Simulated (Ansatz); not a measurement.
Cost and result for the atomization energy of C2H8OSi2, SMILES `O[SiH2]/C=C\[SiH3]` (13 atoms, 12 bonds).

```tsv
atom	x (Å)	y (Å)	z (Å)
O1	0.9720	-1.0489	-1.3000
Si2	0.5191	0.4959	-1.6526
C3	-0.3298	1.3090	-0.2123
C4	-0.5845	0.7648	0.9830
Si5	-0.1873	-0.9642	1.5950
H6	0.3040	-1.7344	-1.3400
H7	1.7626	1.2340	-1.9836
H8	-0.3970	0.5338	-2.8282
H9	-0.6451	2.3435	-0.3726
H10	-1.0900	1.3921	1.7197
H11	-0.8047	-1.0995	2.9420
H12	-0.7899	-2.0166	0.7297
H13	1.2706	-1.2095	1.7198
```

Total charge 0; spin multiplicity 1. Geometry: relaxed with PBE0-D4/def2-TZVP. It is one conformer, not always the lowest. Program: Ansatz. All runs use 4 threads of an Arm Neoverse V1 on a shared host. Times are those of one run each, without the atoms' runs, and a repeat can differ threefold. Electronic energies, without spin–orbit coupling; frozen cores. CCSD(T)/CBS adds CCSD(T) − MP2 in def2-TZVPP to the MP2 limit, and its time is that of the two runs behind it. T1 = 0.012; the RHF reference is unstable towards UHF. B3LYP takes the VWN-RPA correlation (the form of Gaussian; ORCA's B3LYP/G).

CCSD(T)/CBS is a level of theory with its own doubt, some kJ/mol a heavy atom from the limit and from the frozen cores, so smaller differences don't rank the functionals.

```csv
level,functions,wall time
PBE-D4/def2-TZVPP (with forces),289,3.3 s
PBE0-D4/def2-TZVPP,289,4.1 s
r2SCAN-D4/def2-TZVPP (with forces),289,7 s
B3LYP-D4/def2-TZVPP (with forces),289,7.5 s
B2PLYP/def2-TZVPP,289,7.5 s
ωB97X-V/def2-TZVPP,289,11 s
ωB97M-V/def2-TZVPP (with forces),289,16 s
MP2/def2-QZVPP,551,39 s
CCSD(T)/def2-TZVPP,289,3.9 min
CCSD(T)/CBS(def2),–,4.5 min
```

Question: What atomization energy does each give, and how far from CCSD(T)/CBS? (An estimate is asked.)

Answer: Computed: 
| level | atomization (kcal/mol) | difference from CCSD(T)/CBS | per bond |
| --- | --- | --- | --- |
| PBE-D4/def2-TZVPP (with forces) | 1127.3 | 4.5 | 0.4 |
| PBE0-D4/def2-TZVPP | 1113.9 | -8.9 | -0.7 |
| r2SCAN-D4/def2-TZVPP (with forces) | 1121.1 | -1.7 | -0.1 |
| B3LYP-D4/def2-TZVPP (with forces) | 1120.4 | -2.4 | -0.2 |
| B2PLYP/def2-TZVPP | 1107.5 | -15.3 | -1.3 |
| ωB97X-V/def2-TZVPP | 1124.4 | 1.6 | 0.1 |
| ωB97M-V/def2-TZVPP (with forces) | 1123.2 | 0.4 | 0.0 |
| MP2/def2-QZVPP | 1121.2 | -1.6 | -0.1 |
| CCSD(T)/def2-TZVPP | 1093.9 | -28.9 | -2.4 |
| CCSD(T)/CBS(def2) | 1122.8 | 0.0 | 0.0 |

The D4 term adds +11.9 kcal/mol with B3LYP and +6.3 kcal/mol with PBE0; it sums over pairs of atoms, weighted by their polarisabilities, and B3LYP, whose exchange is more repulsive, gets the larger term. From PBE to PBE0 (25 % exact exchange), in def2-TZVPP and without D4, the atomization energy moves by −12.3 kcal/mol: exact exchange takes away binding that semilocal exchange gives to molecules. In def2-TZVPP, CCSD(T) changes the Hartree–Fock value by +258.7 kcal/mol (the triples alone add +14.4 kcal/mol) and MP2 by +268.7 kcal/mol; breaking electron pairs costs correlation energy, which Hartree–Fock lacks.
